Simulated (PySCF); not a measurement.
Compound: C7H5OS (charge -1).
SMILES with atom numbers: `[CH:1]#[C:2][c:3]1[cH:4][c:5]([CH3:6])[s:7][c:8]1[O-:9]` (hydrogens: H10 on C1; H11 on C4; H12, H13, H14 on C6)

Cartesian coordinates in Å at the GFN2-xTB level; atoms count from 1:
```
atom  x, y, z in Å
C1    -3.1527    1.5542    0.4988
C2    -2.2278    0.8461    0.1887
C3    -1.1256    0.0544   -0.1540
C4     0.2186    0.4572    0.0787
C5     1.1630   -0.4251   -0.3106
C6     2.6462   -0.3050   -0.2097
S7     0.4389   -1.8638   -1.0165
C8    -1.2794   -1.1971   -0.7525
O9    -2.2497   -1.8595   -1.0958
H10   -3.9747    2.1527    0.7588
H11    0.4556    1.4074    0.5379
H12    2.9086    0.6491    0.2489
H13    3.0656   -1.1118    0.3967
H14    3.1128   -0.3593   -1.1966
```

A PySCF run (density fitting, gas phase, GFN2-xTB geometry) gave HOMO -1.68 eV, LUMO 2.73 eV.

**Question.** Which of these levels was it?
A. PW91/def2-SVPD
B. B97-2/def2-SVPD
C. WP04/pcSseg-1

**Answer.** C. It is WP04/pcSseg-1. All candidates on this geometry:

| level and settings | kind | basis functions | SCF cycles | E (Eh) | HOMO (eV) | LUMO (eV) |
| --- | --- | --- | --- | --- | --- | --- |
| PW91/def2-SVPD, level shift 0.3 Eh | GGA | 230 | 17 | -742.6746 | 0.15 | 2.88 |
| B97-2/def2-SVPD, fitting basis def2-qzvpp-jkfit | global hybrid | 230 | 13 | -742.7077 | -0.46 | 3.70 |
| WP04/pcSseg-1, grid level 4, energy threshold 1e-07 Eh | global hybrid fitted to proton shifts | 185 | 12 | -754.9910 | -1.68 | 2.73 |

The nearest other candidate, by the summed differences of HOMO and LUMO, is PW91/def2-SVPD: its HOMO differs by +1.83 eV and its LUMO by +0.15 eV. WP04 was designed for NMR shieldings or shifts; total energies of different functionals aren't comparable. The HOMO energy is positive at PW91/def2-SVPD; such an orbital is held in place by the finite basis.
